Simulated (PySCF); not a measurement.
**Electron correlation in Te²⁺ (tellurium, charge +2)**

[Kr] 4d10 5s2 5p1 5d1, one real determinant (an excited configuration). Computed with PySCF 2.14 in aug-cc-pVTZ-PP with ECP28MDF, with scalar relativity through the core potential. Frozen: 4s2 4p6 4d10; 4 electrons correlated.

MP2 pair energies summed by pair of shells (mhartree):

| pair | energy | share (%) |
| --- | --- | --- |
| 5s-5d | -22.72 | 36.5 |
| 5s-5s | -19.14 | 30.7 |
| 5s-5p | -15.87 | 25.5 |
| 5p-5d | -4.54 | 7.3 |

Total MP2 correlation energy: -62.27 mhartree.

Same-spin part -10.97 and opposite-spin part -51.30 mhartree; SCS-MP2 scales them by 1/3 and 6/5 to -65.22 mhartree.

The reference is one real determinant that mixes LS terms of this configuration.
